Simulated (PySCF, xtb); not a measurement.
Mo(NMe)(S)(F)(NH2) (CH5FMoN2S), SMILES C[N]=[Mo]([NH2])([F])=[S], multiplicity 1.

xtb with GFN2-xTB at its own geometry gives an orbital gap of 2.60 eV and a dipole moment of 5.21 D.

Geometry: B3LYP-D3(BJ)/def2-SVP. The multiplicity is an assumed one; other spin states were not compared. The def2 effective core potentials stand for the cores of Mo; spin–orbit coupling is left out. One conformer was computed; it need not be the lowest.

Task: What does PBE/def2-TZVP (PySCF) give? (An estimate is asked for; the answer gives what the named calculation found.)

Result: gap 3.15 eV (levels -6.05 and -2.90 eV), dipole 3.81 D.
